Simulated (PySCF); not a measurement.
Match the calculated data to a structure.

All candidates are C6H11BO2.

* Valence photoelectron: vertical ionisation energy: 9.87 eV [ΔSCF CAM-B3LYP/def2-SVPD]
* Triplet: lowest triplet excitation (Tamm–Dancoff): 4.34 eV [TDA CAM-B3LYP/def2-SVPD]
* UV, first state: lowest singlet excitation: 7.32 eV (169 nm, f = 0.381) [TDDFT CAM-B3LYP/def2-SVPD]
* Rotational structure: rotational constants A, B, C: 4.099, 0.910, 0.791 GHz [PBE0-D3(BJ)/def2-SVP]
* 13C NMR: chemical shifts (computed TMS as zero) by class: 141.4 (1 C), 125.0 (1 C), 76.6 (1 C), 65.4 (1 C), 48.1 (1 C), 35.7 (1 C) ppm [GIAO PBE/pcSseg-1]
* NMR, other nuclei: isotropic shieldings of nuclei other than C and H, by class: 73 (1 B), 158 (1 O), 187 (1 O) ppm [GIAO PBE/pcSseg-1]
* Polarisability: 90.3 au [CAM-B3LYP/def2-SVPD]
* 1H NMR: chemical shifts (computed TMS as zero) by class: 6.00 (1 H), 5.47 (1 H), 5.39 (1 H), 4.17 (1 H), 4.13 (1 H), 4.10 (1 H), 3.74 (1 H), 2.55 (1 H), 2.05 (1 H), 1.82 (1 H), 1.42 (1 H) ppm [GIAO PBE/pcSseg-1]

Electronic properties: PySCF, gas phase, density fitting. Levels stand in brackets. Geometry: PBE0-D3(BJ)/def2-SVP, one conformer, isolated molecule. NMR values are class means; diastereotopic atoms form classes of their own.

Task: Which candidate is it?
A. `C=CC[C@@H]1CCOBO1`
B. `CC(C)C1=CO[BH2-][O+]=C1`
C. `C=C(C)C1COBOC1`

Result: A. It is `C=CC[C@@H]1CCOBO1`. Numbering: `[CH2:1]=[CH:2][CH2:3][C@@H:4]1[CH2:5][CH2:6][O:7][BH:8][O:9]1`. 6 carbons fall into 6 classes; from least to most shielded: alkene CH carbon [C2] (141.4 ppm), terminal =CH2 carbon [C1] (125.0 ppm), ring sp3 carbon bound to oxygen [C4] (76.6 ppm), ring sp3 carbon bound to oxygen [C6] (65.4 ppm), allylic carbon [C3] (48.1 ppm), ring CH2 carbon [C5] (35.7 ppm). Hydrogen classes from least to most shielded: 1 H on an alkene CH carbon, C2 (6.00 ppm), 1 H on a terminal =CH2 carbon, C1 (5.47 ppm), 1 H on a terminal =CH2 carbon, C1 (5.39 ppm), 1 H on a three-coordinate boron, B8 (4.17 ppm), 1 H on an sp3 carbon bound to oxygen, C6 (4.13 ppm), 1 H on an sp3 carbon bound to oxygen, C6 (4.10 ppm), 1 H on an sp3 carbon bound to oxygen, C4 (3.74 ppm), 1 H on an allylic carbon, C3 (2.55 ppm), 1 H on an allylic carbon, C3 (2.05 ppm), 1 H on a ring CH2 carbon, C5 (1.82 ppm), 1 H on a ring CH2 carbon, C5 (1.42 ppm). The other shieldings belong to: 73 ppm, three-coordinate boron [B8]; 158 ppm, boron-bound oxygen [O9]; 187 ppm, boron-bound oxygen [O7]. The first electron is taken from the HOMO, whose largest Löwdin shares are 0.36 on the terminal =CH2 carbon, 0.32 on the alkene CH carbon, 0.09 on the allylic carbon and 0.05 on an sp3 carbon bound to oxygen. The optimised geometry has point group C1 and is an asymmetric top.

The others, at the same levels:
- `C=C(C)C1COBOC1` fails: its computed lowest singlet excitation is 7.08 eV (175 nm, f = 0.149) (against 7.32 eV), vertical ionisation energy is 9.61 eV (against 9.87 eV) and rotational constant A is 3.240 GHz (against 4.099 GHz).
- `CC(C)C1=CO[BH2-][O+]=C1` fails: its computed lowest singlet excitation is 3.80 eV (327 nm, f = 0.042) (against 7.32 eV), vertical ionisation energy is 8.99 eV (against 9.87 eV) and lowest triplet excitation (Tamm–Dancoff) is 2.57 eV (against 4.34 eV).

Each candidate is one conformer, not necessarily the lowest. The conformers computed, where there is a choice (atom-mapped SMILES and torsion angles):
- `[CH3:1][CH:2]([CH3:3])[C:4]1=[CH:5][O:6][BH2-:7][O+:8]=[CH:9]1`: C1–C2–C4–C5 -106°

The conformers of `C=CC[C@@H]1CCOBO1` and `C=C(C)C1COBOC1` aren't listed.
